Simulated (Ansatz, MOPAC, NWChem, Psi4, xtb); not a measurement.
**InCl (SMILES [Cl][In]): the equilibrium bond length, rung by rung**

InCl, singlet, SMILES `[Cl][In]`. Each level relaxes the structure for itself.

Each level gives the equilibrium bond length (Å). The values are calculated.

```
                                                                                                      level            kind  program  value (Å)
                                                                                                        PM3  semi-empirical    MOPAC      2.403
                                                                                                        PM6  semi-empirical    MOPAC      2.403
                                                                                                        PM7  semi-empirical    MOPAC      2.425
                                                                                                   GFN2-xTB  semi-empirical      xtb      2.387
                                                                           r2SCAN/def2-SVP (core potential)        meta-GGA   Ansatz      2.429
r2SCAN/6-31G*/SBKJC-VDZ (density fitting with weigend coulomb fitting, core potential, spherical functions)        meta-GGA   NWChem      2.439
                                          B3LYP-D3(BJ)/6-31G*/LANL2DZ (core potential, spherical functions)   global hybrid   NWChem      2.421
                                                                     B3LYP-D3(BJ)/def2-SVP (core potential)   global hybrid   NWChem      2.447
                                                   B3LYP-D3(BJ)/def2-TZVP (density fitting, core potential)   global hybrid     Psi4      2.441
                                                                         PBE0-D4/def2-TZVP (core potential)   global hybrid   Ansatz      2.414
```

The values span 2.387 to 2.447 Å.
